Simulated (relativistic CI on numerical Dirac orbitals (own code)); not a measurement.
# Re³⁺ (5d4) in a crystal field

Calculated by Dirac-Coulomb-Breit CI, separate exchange-only KLI orbitals for each configuration, QED by a radiative potential, valence Slater integrals scaled by 0.85, one configuration in a parametric crystal field (own radial code).

Field parameters in Wybourne normalisation: Td as Oh with Dq negative (B⁴₀ = 21Dq, B⁴₄ = √(5/14) B⁴₀). The field is a parameter set, without covalency.

S and J are read from ⟨S²⟩ = S(S + 1) and ⟨J²⟩ = J(J + 1) of each level; they are not fictitious spins.

Td, 10Dq = -3100 cm⁻¹, the lowest 10 levels:

```csv
E (cm⁻¹),Degeneracy,Irrep,S,J
0.0,1,A1,1.79,0.50
2254,3,T1,1.91,1.24
4223,3,T2,1.95,2.13
5083,2,E,1.96,2.28
6292,3,T1,1.94,3.05
7170,3,T2,1.92,3.32
8907,1,A2,1.91,3.00
9453,3,T2,1.87,3.66
9620,2,E,1.83,3.84
9736,3,T1,1.83,3.89
```

Td, 10Dq = -18050 cm⁻¹, the lowest 10 levels:

```json
{"E (cm⁻¹)": "0.0", "Degeneracy": "1", "Irrep": "A1", "S": "0.56", "J": "3.99"}
{"E (cm⁻¹)": "9593", "Degeneracy": "3", "Irrep": "T1", "S": "1.49", "J": "2.87"}
{"E (cm⁻¹)": "10139", "Degeneracy": "1", "Irrep": "A1", "S": "1.38", "J": "3.06"}
{"E (cm⁻¹)": "11746", "Degeneracy": "3", "Irrep": "T2", "S": "1.53", "J": "3.09"}
{"E (cm⁻¹)": "13097", "Degeneracy": "2", "Irrep": "E", "S": "1.21", "J": "3.74"}
{"E (cm⁻¹)": "14588", "Degeneracy": "3", "Irrep": "T1", "S": "1.50", "J": "3.78"}
{"E (cm⁻¹)": "15249", "Degeneracy": "2", "Irrep": "E", "S": "1.61", "J": "3.21"}
{"E (cm⁻¹)": "15278", "Degeneracy": "3", "Irrep": "T2", "S": "1.45", "J": "3.79"}
{"E (cm⁻¹)": "15755", "Degeneracy": "1", "Irrep": "A2", "S": "1.00", "J": "3.57"}
{"E (cm⁻¹)": "17488", "Degeneracy": "3", "Irrep": "T1", "S": "1.58", "J": "3.22"}
```

Td, 10Dq = -15600 cm⁻¹, the lowest 16 levels:

| E (cm⁻¹) | Degeneracy | Irrep | S | J |
| --- | --- | --- | --- | --- |
| 0.0 | 1 | A1 | 0.78 | 3.67 |
| 7123 | 3 | T1 | 1.62 | 2.59 |
| 8179 | 1 | A1 | 1.44 | 3.06 |
| 9144 | 3 | T2 | 1.71 | 2.77 |
| 10948 | 2 | E | 1.61 | 3.52 |
| 11753 | 3 | T1 | 1.74 | 3.48 |
| 12681 | 3 | T2 | 1.63 | 3.78 |
| 12792 | 2 | E | 1.31 | 3.27 |
| 14191 | 1 | A2 | 1.00 | 3.55 |
| 15010 | 3 | T1 | 1.41 | 3.34 |
| 15022 | 3 | T2 | 1.45 | 3.60 |
| 16131 | 3 | T1 | 0.98 | 4.45 |
| 16545 | 1 | A1 | 1.29 | 3.35 |
| 17611 | 3 | T2 | 1.36 | 4.13 |
| 20003 | 2 | E | 1.18 | 4.58 |
| 20081 | 3 | T1 | 1.03 | 4.48 |

Td, 10Dq = -13100 cm⁻¹, the lowest 16 levels:

```csv
E (cm⁻¹),Degeneracy,Irrep,S,J
0.0,1,A1,1.10,3.11
4950,3,T1,1.74,2.30
6785,3,T2,1.83,2.53
6965,1,A1,1.39,3.23
8588,2,E,1.84,3.20
9190,3,T1,1.85,3.32
10283,3,T2,1.79,3.75
11588,2,E,1.07,3.47
13187,1,A2,1.01,3.51
13512,3,T1,1.26,3.47
13595,3,T2,1.26,3.68
14643,3,T1,0.92,4.46
15431,1,A1,1.08,3.63
16097,3,T2,1.22,4.24
18569,3,T1,1.10,4.44
18682,2,E,1.14,4.63
```

Td, 10Dq = -10600 cm⁻¹, the lowest 16 levels:

| E (cm⁻¹) | Degeneracy | Irrep | S | J |
| --- | --- | --- | --- | --- |
| 0.0 | 1 | A1 | 1.42 | 2.35 |
| 3474 | 3 | T1 | 1.82 | 2.04 |
| 5174 | 3 | T2 | 1.90 | 2.39 |
| 6844 | 2 | E | 1.91 | 3.00 |
| 7084 | 1 | A1 | 1.24 | 3.43 |
| 7441 | 3 | T1 | 1.90 | 3.23 |
| 8585 | 3 | T2 | 1.86 | 3.70 |
| 11466 | 2 | E | 1.04 | 3.55 |
| 12942 | 1 | A2 | 1.09 | 3.43 |
| 13182 | 3 | T1 | 1.12 | 3.65 |
| 13409 | 3 | T2 | 1.15 | 3.73 |
| 13857 | 3 | T1 | 1.10 | 4.19 |
| 15244 | 3 | T2 | 1.35 | 3.99 |
| 15309 | 1 | A1 | 1.15 | 3.75 |
| 17083 | 2 | E | 1.70 | 3.54 |
| 17229 | 1 | A1 | 1.56 | 3.91 |

Levels of this model without a field, named by their leading LS term: 5D_0 0, 5D_1 2247, 5D_2 4662, 5D_3 6883, 5D_4 8803, 3P_0 15125, 3H_4 16281, 3G_3 19757 cm⁻¹.
